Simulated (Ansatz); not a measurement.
AlBH$_{4}$S$_{2}$ (`[AlH2][S]BS`) at its PBE0-D4/def2-TZVP geometry, where that method's forces vanish. The species carries charge 0 and has multiplicity 1.

```
atom    x (Å)    y (Å)    z (Å)
 Al1   0.9518   0.7566  -1.2133
  S2   1.1505   0.3659   0.9322
  B3  -0.3272  -0.5092   1.4994
  S4  -1.7866  -1.0422   0.6318
  H5  -0.3256   0.2984  -2.0280
  H6   2.1632   1.5191  -1.8745
  H7  -0.3343  -0.7817   2.6609
  H8  -1.4919  -0.6068  -0.6084
```

Q: For each bond, give half the difference of the two atoms' forces along it (eV/Å; positive pushes the atoms apart) under PBE-D4, r2SCAN-D4, B3LYP-D4, ωB97M-V in def2-TZVPP. (Estimate.)

A: Ansatz gave: 
```csv
bond,length (Å),PBE-D4,r2SCAN-D4,B3LYP-D4,ωB97M-V
Al1–S2,2.190,0.10,0.02,0.12,0.07
Al1–H5,1.583,0.05,-0.01,-0.09,-0.13
Al1–H6,1.577,0.05,-0.04,-0.11,-0.13
S2–B3,1.809,0.08,0.07,0.10,0.08
B3–S4,1.780,0.05,0.06,0.13,0.09
B3–H7,1.193,0.08,-0.07,-0.21,-0.18
S4–H8,1.347,0.30,0.02,-0.05,-0.16
```

B3LYP here is the variant with VWN-RPA as its local correlation; programs differ in this.
